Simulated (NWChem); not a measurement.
C2H5ClSi; SMILES C(/Cl)=C/[SiH3]

```xyz
9

Si    -0.4331     1.6946     0.0000
C      1.0689     0.5667     0.0000
C      1.0181    -0.7669     0.0000
Cl    -0.4667    -1.6554     0.0000
H     -1.2708     1.4659     1.2155
H     -1.2708     1.4659    -1.2155
H      0.0454     3.1096     0.0000
H      2.0758     1.0002     0.0000
H      1.8949    -1.4211     0.0000
```
Atoms are numbered in this order, from 1.

All runs: NWChem. Structure relaxed at the PBE0/def2-SVP level.

Q: Estimate the computed values for TPSSh/def2-SVP. Quantities: highest occupied level (eV); orbital gap (eV); dipole (D).

A: 
```
Property                     Result
---------------------------  ------
highest occupied level (eV)   -6.94
orbital gap (eV)               5.75
dipole (D)                     1.36
```
